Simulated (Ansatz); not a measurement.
One change: `[SnH3][GeH]1[CH2][O]1` becomes `[CH3][GeH]1[CH2][O]1`.

Ansatz, PBE0-D4/def2-TZVP geometries, multiplicity 1. 

Elements past krypton have def2 core potentials. Scalar relativity is left out up to krypton.

```csv
property,`[SnH3][GeH]1[CH2][O]1`
LUMO energy (B3LYP/def2-TZVPP) / eV,-1.33
HOMO energy (ωB97M-V/def2-TZVPP) / eV,-9.10
HOMO–LUMO gap (PBE/def2-TZVPP) / eV,4.04
HOMO–LUMO gap (ωB97M-V/def2-TZVPP) / eV,9.75
size of the dipole moment (ωB97M-V/def2-TZVPP) / D,2.31
"ideal-gas entropy at 298 K and 1 bar (rigid rotor, harmonic PBE0-D4/def2-TZVP) / J/(mol·K)",371
```

Give the same properties after the change, and the shifts. (Estimate.)

Computed: 
```tsv
property	`[CH3][GeH]1[CH2][O]1`	shift
LUMO energy (B3LYP/def2-TZVPP) / eV	-0.45	0.88
HOMO energy (ωB97M-V/def2-TZVPP) / eV	-9.06	0.04
HOMO–LUMO gap (PBE/def2-TZVPP) / eV	4.72	0.68
HOMO–LUMO gap (ωB97M-V/def2-TZVPP) / eV	10.71	0.96
size of the dipole moment (ωB97M-V/def2-TZVPP) / D	2.74	0.43
ideal-gas entropy at 298 K and 1 bar (rigid rotor, harmonic PBE0-D4/def2-TZVP) / J/(mol·K)	322	-49
```

With PBE0 the HOMO rises by 0.11 eV and the LUMO rises by 0.92 eV, so the gap widens by about 0.81 eV. PBE moves the HOMO by 0.18 eV and ωB97M-V by 0.04 eV. Dipoles are sizes alone; their direction can turn. Modes under 60 cm⁻¹, often nearly free rotors, make the harmonic entropy too high.

Positive LUMOs are unbound, so they and the gaps depend on the basis.

B3LYP here is the variant with VWN-RPA as its local correlation; programs differ in this.
